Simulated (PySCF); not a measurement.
**Computed structure and properties of GdO(OH)**

System: GdO(OH) (singlet in the valence; each metal's 4f electrons, 7 of them, lie in its core potential, out of spins and levels); start: template (C1). Method: PySCF 2.14.0, RKS PBE0, Gd lcecp-1-SVP with ECP53, O def2-SVP, H def2-SVP; non-relativistic Hamiltonian with scalar-relativistic core potentials where named; density fitting; no spin-orbit coupling.

Input of the relaxation:

```python
mol = gto.M(atom='''
Gd     0.04202    -0.00048    -0.14208
O      1.71202    -0.00048     0.60532
O     -1.94398    -0.00048     0.74672
H     -2.90358     0.09012     0.80572''',
    basis={'Gd': 'lcecp-1-SVP', 'O': 'def2-SVP', 'H': 'def2-SVP'},
    ecp={'Gd': 'lcecp-1-SVP'},
    charge=0, spin=0)
mf = dft.RKS(mol, xc='PBE0')
mf.grids.atom_grid = (50, 194)  # f atoms: unpruned, at least (60, 302)
mf = mf.density_fit()  # fitting sets: Gd AutoAux, O def2-universal-JKFIT, H def2-universal-JKFIT
mf.conv_tol = 1e-08; mf.max_cycle = 55
mf.kernel(dm0)  # dm0: converged density of the start geometry
# quasi-Newton relaxation in Cartesian coordinates to a largest gradient under 0.00045 Eh/bohr, steps kept in the point group
```

Run from Python with OMP_NUM_THREADS=2; the lines above give its settings. Where DIIS fails, smearing, a level shift and second-order steps follow.
It took 3.6 min on 2 threads of Intel(R) Xeon(R) Processor @ 2.50GHz (Skylake/Cascade Lake), with other jobs on the host, from the converged density of the start.

Course of the relaxation:

```csv
step,energy above end (eV),largest force component within the symmetry (eV/Å)
0,0.3864,1.552
1,0.2913,0.451
2,0.2008,1.335
3,0.1830,1.278
4,0.1519,0.981
5,0.1054,1.053
6,0.0884,0.880
7,0.0705,0.676
12,0.0024,0.087
13,0.0016,0.058
14,0.0009,0.137
15,0.0005,0.102
16,0.0000,0.023
17,0.0000,0.010
```
(The steps between are left out.)

Relaxed geometry (Cs):

```xyz
4

Gd   -0.0102   -0.0376   -0.4334
O     1.2436    0.0261    0.9238
O    -1.9438    0.0250    0.3365
H    -2.3831    0.0753    1.1888
```

```tsv
contact	Å
Gd1–O2 (O)	1.849
Gd1–O3 (OH)	2.082
```

On the finer grid (75, 302):

The HOMO is -6.28 eV, the LUMO is -1.99 eV and the dipole about the centre of mass is 6.14 D. The set of Mulliken populations of Gd1 outside the core potential is s 2.14, p 6.24, d 1.73, f 0.09. The D3(BJ) dispersion energy (not in the energies) is -0.048 eV.

```csv
atom,Mulliken (e),Löwdin (e),spin (e)
Gd1,0.81,0.63,0.00
O2,-0.47,-0.40,0.00
O3,-0.53,-0.31,0.00
H4,0.19,0.08,0.00
```

The 4f levels lie in the core potential and are missing. Their spin isn't counted.

On the grid (50, 194), as all that follows. Harmonic modes: a minimum; lowest 153 cm⁻¹ (negative: unstable), highest 3957 cm⁻¹, zero-point energy 0.399 eV.

Rigid scan of O along the line from its metal:

(distance to O2 (Å), energy (eV)): (1.55, 2.503), (1.65, 0.952), (1.75, 0.204), (1.85, 0.000), (1.95, 0.155), (2.05, 0.539), (2.15, 1.061), (2.30, 1.970)

Taking off one OH (charge -1, singlet; the rest: singlet) in vacuum, both parts rigid, costs 10.97 eV; the small basis without counterpoise inflates it. Most of it is the attraction of opposite charges; other ways to part are cheaper, and one spin state was tried for the rest.

Rigid scan of OH along the line from its metal:

| distance to O3 (Å) | energy (eV) |
| --- | --- |
| 1.78 | 1.308 |
| 1.88 | 0.499 |
| 1.98 | 0.108 |
| 2.08 | 0.000 |
| 2.18 | 0.081 |
| 2.28 | 0.284 |
| 2.48 | 0.882 |
| 2.78 | 1.910 |
| 3.18 | 3.127 |
| 3.68 | 4.197 |

One start shape was tried, so this needn't be the lowest isomer.

An lcecp potential fixes the number of 4f electrons, so in runs with it no electron can move into or out of that shell.
